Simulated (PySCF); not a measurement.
C3H8BNO.
Structure used (GFN2-xTB), in Å, numbered top down from 1:
```
atom  x, y, z in Å
C1    -1.3755   -0.8736   -0.2364
O2    -0.2522   -0.0337   -0.4236
C3    -0.4794    1.2759    0.0693
B4     1.1259   -0.7082    0.1947
C5     2.2530    0.2885   -0.1685
N6     3.0850    1.0390   -0.4244
H7    -1.1360   -1.8406   -0.6736
H8    -2.2425   -0.4435   -0.7447
H9    -1.6016   -1.0073    0.8262
H10    0.4192    1.8581   -0.1285
H11   -0.6748    1.2678    1.1464
H12   -1.3294    1.7201   -0.4548
H13    1.2381   -1.7417   -0.3778
H14    0.9695   -0.8012    1.3735
```

The closed-shell SCF was solved with PySCF and density fitting under several settings on one GFN2-xTB geometry (grid level 2 and gas phase unless stated).

| settings | basis functions | SCF cycles | E (Eh) | HOMO (eV) | LUMO (eV) | dipole (D) |
| --- | --- | --- | --- | --- | --- | --- |
| PBE0/pcSseg-1 | 142 | 14 | -273.5675 | -8.26 | 0.09 | 7.36 |
| PBE0/def2-SVPD | 187 | 14 | -273.4084 | -8.33 | -0.08 | 7.22 |
| PBE0/6-31G, IEF-PCM chloroform | 70 | 14 | -273.5237 | -8.41 | 0.30 | 8.48 |
| PBE0/STO-3G | 38 | 12 | -270.1692 | -6.18 | 3.98 | 7.09 |
| PBE0/pcSseg-1, grid level 3 | 142 | 14 | -273.5675 | -8.26 | 0.09 | 7.36 |

Task: Estimate the rows for these settings: (1) PBE0/pcSseg-1, IEF-PCM chloroform; (2) PBE0/def2-SVPD, grid level 1; (3) KT3/6-31++G**.

Result: 
```
                         settings  basis functions  SCF cycles     E (Eh)  HOMO (eV)  LUMO (eV)  dipole (D)
PBE0/pcSseg-1, IEF-PCM chloroform              142          14  -273.5807      -8.55       0.02        8.50
     PBE0/def2-SVPD, grid level 1              187          10  -273.4084      -8.33      -0.08        7.22
                    KT3/6-31++G**              156          14  -278.1251      -7.01      -1.20        7.17
```

Task: Over all rows, what range does the HOMO–LUMO gap span?

Result: From 5.81 eV (KT3/6-31++G**) to 10.16 eV (PBE0/STO-3G). The functional of the narrowest has no exact exchange, that of the widest 25 % exact exchange.

Task: Compare two rows with the functional PBE0: PBE0/STO-3G and PBE0/def2-SVPD, grid level 1. Which energy is lower, and by how much?

Result: PBE0/def2-SVPD, grid level 1 (187 functions) lies 3.2392 Eh or 2033 kcal/mol below PBE0/STO-3G (38 functions).

Cycle counts include a coarse-grid stage where the run had one. All basis functions are spherical, in the Pople sets too. KT3 was designed for NMR shieldings or shifts; total energies of different functionals aren't comparable. The structure is a single GFN2-xTB conformer; no vibrational corrections.
